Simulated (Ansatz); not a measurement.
`BB[SiH2]F` + `C=C[SiH2]O` → `C=C[SiH2]O[SiH2]F` + `BB`  (cleavage of the Si–B bond)

Isolated molecules relaxed with PBE0-D4/def2-TZVP in Ansatz; ΔE leaves out vibrations. CBS: MP2 limit from def2 TZ/QZ plus the TZ coupled-cluster correction, frozen cores. This one scheme is used for every species. Functionals use def2-TZVPP. HSE06 is defined as in plane-wave codes. One conformer a species, not always the lowest.

```tsv
level	ΔE (eV)
revPBE	-1.09
HSE06	-1.22
```

Q: What does CCSD(T)/CBS give? (Best estimate.)

A: The calculation gave: -1.43 eV. The listed levels differ from it by 0.34, 0.21 eV.

Largest T1 diagnostic among the species: 0.014.

At CCSD(T), def2-SVP lies +0.10 eV from the extrapolated value and def2-TZVPP +0.01 eV. The D4 term adds −0.03 eV with B3LYP and −0.02 eV with PBE0; it sums over pairs of atoms, weighted by their polarisabilities, and B3LYP, whose exchange is more repulsive, gets the larger term. Leaving LDA and LC-ωPBE aside and taking each functional with its dispersion term where it has one, the values, not all of them listed here, spread over 0.43 eV, from BHLYP-D4 to PBE-D4.

B3LYP here is the variant with VWN-RPA as its local correlation; programs differ in this.
